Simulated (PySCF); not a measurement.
C2H6Si, charge +1, multiplicity 2. Atoms are numbered in the order given.

```xyz
9

Si     0.0000     0.0000    -0.5531
C     -1.6019     0.0067     0.3611
H     -2.4614     0.2621    -0.2714
H     -1.5227     0.6992     1.2177
H     -1.7421    -1.0182     0.7587
C      1.6019    -0.0067     0.3611
H      1.5227    -0.6992     1.2177
H      1.7421     1.0182     0.7587
H      2.4614    -0.2621    -0.2714
```
Charge +1, spin multiplicity 2.

The structure is a stationary point at PBE-D3(BJ)/def2-TZVP. The multiplicity is an assumed one; other spin states were not compared. The isomer is the one that the SMILES or the coordinates give; other isomers of the formula were not compared.

All values below come from TDA-PBE/def2-SVPD in PySCF 2.14.0.

Vertical excitations. Gas-phase values at a fixed geometry.

Computed UV-visible absorptions:
```csv
state,energy (eV),λ (nm),f,main pairs
root 1,2.14,580,0.007,α HOMO→LUMO 99 %
root 2,4.20,295,0.018,β HOMO→LUMO 97 %
root 3,4.58,271,0.000,"α HOMO−1→LUMO 81 %, β HOMO→LUMO+1 19 %"
root 4,5.13,242,0.000,"α HOMO−1→LUMO 19 %, β HOMO→LUMO+1 80 %"
root 5,5.59,222,0.000,β HOMO−2→LUMO 98 %
root 6,5.59,222,0.012,"α HOMO−2→LUMO 6 %, β HOMO−1→LUMO 93 %"
root 7,5.96,208,0.006,"α HOMO→LUMO+1 12 %, α HOMO−4→LUMO 5 %, β HOMO−3→LUMO 81 %"
root 8,6.01,206,0.005,β HOMO−4→LUMO 96 %
root 9,6.11,203,0.000,α HOMO−3→LUMO 93 %
root 10,6.13,202,0.012,"α HOMO−2→LUMO 72 %, β HOMO−2→LUMO+1 22 %"
```
Unrestricted roots are not spin-pure.
